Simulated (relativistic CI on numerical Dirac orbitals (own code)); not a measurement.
One change at a time: Au52+

Base calculation: Dirac-Coulomb-Breit CI, orbitals from a KLI potential per configuration, model QED (radiative potential, 1s self-energy scaled to tabulated hydrogen-like ionisation energies), unscaled Slater integrals.

Configurations in the expansion (outside the closed core [Ne]): 3s²3p⁶3d⁹, 3s²3p⁵3d¹⁰, 3s3p⁶3d¹⁰, 3s²3p⁶3d⁸4s, 3s²3p⁶3d⁸4p, 3s²3p⁴3d¹⁰4s, 3s²3p⁶3d⁸4d, 3s²3p⁴3d¹⁰4p, 3s²3p⁵3d⁹4s, 3s²3p⁶3d⁸4f, 3s²3p⁴3d¹⁰4d, 3s²3p⁵3d⁹4p, 3s3p⁵3d¹⁰4s, 3s3p⁵3d¹⁰4p, 3s²3p⁶3d⁷4s², 3s²3p⁵3d⁹4d. Levels of other configurations are missing.

The lowest level and the first level of each name with at least 55 % of one term (blank where a level has no safe partner in the second run):

```
              Level  Base (eV)  Shift (eV)
    3s²3p⁶3d⁹ ²D5/2       0.00        0.00
    3s²3p⁶3d⁹ ²D3/2      91.65       +1.78
  3s²3p⁵3d¹⁰ ²P°3/2     510.80       +3.34
  3s²3p⁵3d¹⁰ ²P°1/2     939.04       +7.80
    3s3p⁶3d¹⁰ ²S1/2    1205.77       +3.21
  3s²3p⁶3d⁸4s ⁴F9/2    1906.42       +1.49
  3s²3p⁶3d⁸4s ²F7/2    1909.80       +1.34
  3s²3p⁶3d⁸4s ⁴F7/2    1997.22       +3.02
  3s²3p⁶3d⁸4s ⁴F5/2    1998.09       +2.88
  3s²3p⁶3d⁸4s ²G9/2    2013.46       +3.88
  3s²3p⁶3d⁸4s ²G7/2    2014.20       +3.70
  3s²3p⁶3d⁸4s ²P1/2    2015.71       +1.83
 3s²3p⁶3d⁸4p ²P°1/2    2046.61       -2.00
  3s²3p⁶3d⁸4s ⁴F3/2    2094.48       +4.65
 3s²3p⁶3d⁸4p ⁴G°7/2    2104.90       +1.59
 3s²3p⁶3d⁸4p ²H°9/2    2120.62       +2.46
3s²3p⁶3d⁸4p ⁴G°11/2    2163.24       +1.70
 3s²3p⁶3d⁸4p ⁴F°9/2    2166.72       +1.49
 3s²3p⁶3d⁸4p ⁴G°9/2    2254.20       +3.20
 3s²3p⁶3d⁸4p ⁴F°7/2    2256.10       +3.01
3s²3p⁶3d⁸4p ²H°11/2    2268.59       +4.12
```

At this charge energies of transitions that change n are usually good to better than 1 %, and those within a shell (Δn = 0) to a few per cent.

One thing was changed in a second run, which moved the levels as shown. Which?
A. non-relativistic limit
B. configuration mixing switched off
C. Breit term removed
D. QED terms removed

C. Breit term removed. The Breit term mainly narrows fine-structure intervals, so removing it widens them.

LS names give the leading component of a level, which can be under half, so a name can repeat, a term be missing and a line seem to break the LS rules.
